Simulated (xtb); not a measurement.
ethylenediamine (C₂H₈N₂), singlet, geometry from GFN2-xTB; GFN2-xTB (xtb).

Here is a job for xtb.
```
$ xtb mol.xyz --gfn 2 --json

# file mol.xyz
12

N      1.80389178     0.38626777    -0.22442841
C      0.55694421     0.17700189     0.49221348
C     -0.55492179    -0.18446869    -0.49175578
N     -1.75934788    -0.55072401     0.23450925
H      2.55231782     0.59994733     0.42532920
H      1.71475544     1.17096056    -0.86238442
H      0.23886758     1.05364064     1.08495630
H      0.69696335    -0.65910161     1.18080159
H     -0.23414157    -1.04963774    -1.07605929
H     -0.70278446     0.65914184    -1.18994644
H     -2.49325710    -0.81799969    -0.41196303
H     -2.09666295     0.23904307     0.77595401
```

Question: Write the output that xtb gives for this input, abridged.

Answer: 
```
   ID    Z sym.   atoms
    1    7 N      1, 4
    2    6 C      2, 3
    3    1 H      5-12

           -------------------------------------------------
          |                Calculation Setup                |
           -------------------------------------------------

           -------------------------------------------------
          |                 G F N 2 - x T B                 |
           -------------------------------------------------

          ...................................................
          :                      SETUP                      :
          :.................................................:
          :  # basis functions                  24          :
          :  # atomic orbitals                  24          :
          :  # shells                           16          :
          :  # electrons                        26          :
          :  max. iterations                   250          :
          :  Hamiltonian                  GFN2-xTB          :
          :  restarted?                      false          :
          :  GBSA solvation                  false          :
          :  PC potential                    false          :
          :  electronic temp.          300.0000000     K    :
          :  accuracy                    1.0000000          :
          :  -> integral cutoff          0.2500000E+02      :
          :  -> integral neglect         0.1000000E-07      :
          :  -> SCF convergence          0.1000000E-05 Eh   :
          :  -> wf. convergence          0.1000000E-03 e    :
          :  Broyden damping             0.4000000          :
          :  net charge                          0          :
          :  unpaired electrons                  0          :
          ...................................................

 iter      E             dE          RMSdq      gap      omega  full diag
   1    -14.3174924 -0.143175E+02  0.330E+00   10.28       0.0  T
   2    -14.3393226 -0.218302E-01  0.179E+00   10.54       1.0  T
   3    -14.3404221 -0.109954E-02  0.700E-01   10.56       1.0  T
   4    -14.3405174 -0.952949E-04  0.749E-02   10.51       1.0  T
   5    -14.3405201 -0.271017E-05  0.319E-02   10.50       1.0  T
   6    -14.3405206 -0.500717E-06  0.401E-03   10.50       7.2  T
   7    -14.3405206 -0.159064E-07  0.999E-04   10.50      28.9  T
   8    -14.3405206 -0.222111E-08  0.253E-04   10.50     113.9  T

   *** convergence criteria satisfied after 8 iterations ***

[...]
         :: total energy             -14.168875957743 Eh    ::
[...]
     8   1 H        0.924     0.048     2.350     2.397
     9   1 H        0.924     0.048     2.350     2.397
    10   1 H        0.922     0.002     3.023     2.719
    11   1 H        0.860     0.139     1.476     1.903
    12   1 H        0.860     0.135     1.509     1.924

 Mol. C6AA /au·bohr⁶  :        969.649114
 Mol. C8AA /au·bohr⁸  :      19180.663324
 Mol. α(0) /au        :         46.711167

Wiberg/Mayer (AO) data.
largest (>0.10) Wiberg bond orders for each atom

 ---------------------------------------------------------------------------
     #   Z sym  total        # sym  WBO       # sym  WBO       # sym  WBO
 ---------------------------------------------------------------------------
     1   7 N    3.000 --     2 C    1.026     6 H    0.968     5 H    0.968
     2   6 C    3.986 --     1 N    1.026     3 C    1.001     8 H    0.975
                             7 H    0.969
     3   6 C    3.986 --     4 N    1.026     2 C    1.001     9 H    0.975
                            10 H    0.969
     4   7 N    3.000 --     3 C    1.026    12 H    0.968    11 H    0.968
     5   1 H    0.980 --     1 N    0.968
     6   1 H    0.982 --     1 N    0.968
     7   1 H    1.000 --     2 C    0.969
     8   1 H    0.998 --     2 C    0.975
     9   1 H    0.998 --     3 C    0.975
    10   1 H    1.000 --     3 C    0.969
    11   1 H    0.980 --     4 N    0.968
    12   1 H    0.982 --     4 N    0.968
 ---------------------------------------------------------------------------

Topologies differ in total number of bonds
Writing topology from bond orders to xtbtopo.mol

molecular dipole:
                 x           y           z       tot (Debye)
 q only:       -0.071       0.261      -0.016
   full:       -0.239       0.884      -0.054       2.332
molecular quadrupole (traceless):
                xx          xy          yy          xz          yz          zz
 q only:        1.188       0.661      -0.786       1.172       0.353      -0.403
  q+dip:        0.877       0.543      -0.083       3.706       0.973      -0.794
   full:        1.609       0.947      -0.781       3.497       0.964      -0.828

           -------------------------------------------------
          | TOTAL ENERGY              -14.168875957743 Eh   |
          | GRADIENT NORM               0.000041807823 Eh/α |
          | HOMO-LUMO GAP              10.504851412294 eV   |
           -------------------------------------------------

normal termination of xtb
```
